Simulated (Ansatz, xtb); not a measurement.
# Relative energy of two structures of BH2O2Sn−

We compare a, a singlet given by its coordinates, with b, a singlet given by its coordinates. Both are isolated ions in the gas phase, relaxed with B3LYP-D3(BJ)/def2-SVPD.

a (Å):

```yaml
atoms:
  - { symbol: B, position_ang: [-1.8539, 3.2588, -1.3520] }
  - { symbol: O, position_ang: [-1.1114, 2.2459, -1.1247] }
  - { symbol: O, position_ang: [-2.5512, 4.2602, -1.5867] }
  - { symbol: Sn, position_ang: [-1.2363, 0.1964, -0.2793] }
  - { symbol: H, position_ang: [0.1524, 0.5192, 0.8358] }
  - { symbol: H, position_ang: [-0.1023, -0.4371, -1.5393] }
```

Close contacts (Å): B1–O2 1.28, B1–O3 1.24, O2–Sn4 2.22, Sn4–H5 1.81, Sn4–H6 1.81.

b (Å):

```csv
atom,x (Å),y (Å),z (Å)
B,-2.1083,-0.2092,-0.1086
O,-1.9540,1.0309,-0.6595
O,-2.9845,-0.3330,0.9316
Sn,-3.4323,1.7861,0.7442
H,-1.4865,-1.1814,-0.5393
H,-2.2142,2.3314,2.0006
```

Close contacts (Å): B1–O2 1.37, B1–O3 1.37, B1–Sn4 2.54, O2–Sn4 2.17, O3–Sn4 2.17, B1–H5 1.23, Sn4–H6 1.83.

Problem. Which of the two would you expect CCSD(T)/def2-SVPD + ΔMP2/def2-TZVPPD electronic energies to favour?

Solution. Too close to call at this level: CCSD(T)/def2-SVPD + ΔMP2/def2-TZVPPD gives E(b) − E(a) = −0.32 kcal/mol.

How the difference moves with the method:

| level | geometry | E(b) − E(a) (kcal/mol) | departure from the last row (kcal/mol) | job, with rough time for the two |
| --- | --- | --- | --- | --- |
| B3LYP-D3(BJ)/def2-SVPD | B3LYP-D3(BJ)/def2-SVPD | +5.22 | +5.54 | optimisation, 1.8 min |
| HF/def2-SVPD | B3LYP-D3(BJ)/def2-SVPD | +9.82 | +10.13 | part of the CCSD(T) run |
| MP2/def2-SVPD | B3LYP-D3(BJ)/def2-SVPD | +1.82 | +2.14 | part of the CCSD(T) run |
| CCSD(T)/def2-SVPD | B3LYP-D3(BJ)/def2-SVPD | +2.48 | +2.79 | single point |
| CCSD(T)/def2-SVPD + ΔMP2/def2-TZVPPD | B3LYP-D3(BJ)/def2-SVPD | −0.32 |  | single point, 43 s |

The largest departure from CCSD(T)/def2-SVPD + ΔMP2/def2-TZVPPD is that of HF/def2-SVPD, 10.13 kcal/mol. Levels run at GFN2-xTB geometries aren't shown. The last row adds to CCSD(T) the change of the MP2 difference between the two basis sets, here −2.79 kcal/mol.

With harmonic frequencies from B3LYP-D3(BJ)/def2-SVPD (ideal gas, rigid rotor, one conformer each, 298.15 K, 1 atm): on the last row, ΔE + ΔZPE = +1.66 kcal/mol. A mode under 50 cm⁻¹ makes harmonic enthalpies and free energies unreliable, so none is given.

The correlated steps freeze 7 core orbitals; the filled d shell of Sn is correlated, in a basis made for valence electrons. Atoms past krypton carry core potentials in the def2 sets and no spin–orbit term is included. Codes used: Ansatz 0.2.0; the last row on 2 threads of Arm Neoverse V1 on a shared host.
